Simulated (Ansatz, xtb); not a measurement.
The molecule HfB, multiplicity 4 (lowest of 2S+1 = 2, 4, 6 at CCSD(T)/def2-TZVPP on PBE0 minima; our sources give no spin for the ground state, which may be another). No spin–orbit coupling. The T1 diagnostic near the minimum is 0.064, so single-reference values are doubtful.

The constants come from a fifth-degree fit in 1/R (seven points, main isotopes). Runs in def2 and cc sets follow the lowest solution found near the PBE0 minimum.

Run with Ansatz (Gaussian basis) for Hartree–Fock, density functionals and correlated methods; xtb for the GFN methods.  In def2 rows elements past Kr take small-core potentials, without spin–orbit coupling. The GFN methods have no spin term and hold the electronic entropy of 300 K.

```tsv
level	r_e (Å)	ω_e (cm⁻¹)	ω_e x_e (cm⁻¹)	dipole (D)
GFN1-xTB	2.142	806	3.7	-
SVWN5/def2-TZVPP	2.155	595	3.0	2.51
PBE/def2-TZVPP	2.174	578	3.1	2.67
B97M-V/def2-TZVPP	2.174	581	3.1	2.38
B3LYP/def2-TZVPP	2.170	___	3.1	2.63
PBE0/def2-TZVPP	2.150	611	3.0	2.91
BHLYP/def2-TZVPP	2.150	613	3.3	2.82
CAM-B3LYP/def2-TZVPP	___	___	3.1	2.89
```

Q: Complete the blanks.

A: 
- CAM-B3LYP/def2-TZVPP, r_e (Å): 2.146
- CAM-B3LYP/def2-TZVPP, ω_e (cm⁻¹): 617
- B3LYP/def2-TZVPP, ω_e (cm⁻¹): 584

Doubts at one or more of the structures used: a spin-contaminated determinant (PBE/def2-TZVPP, PBE0/def2-TZVPP).

Ansatz is an electronic-structure program.
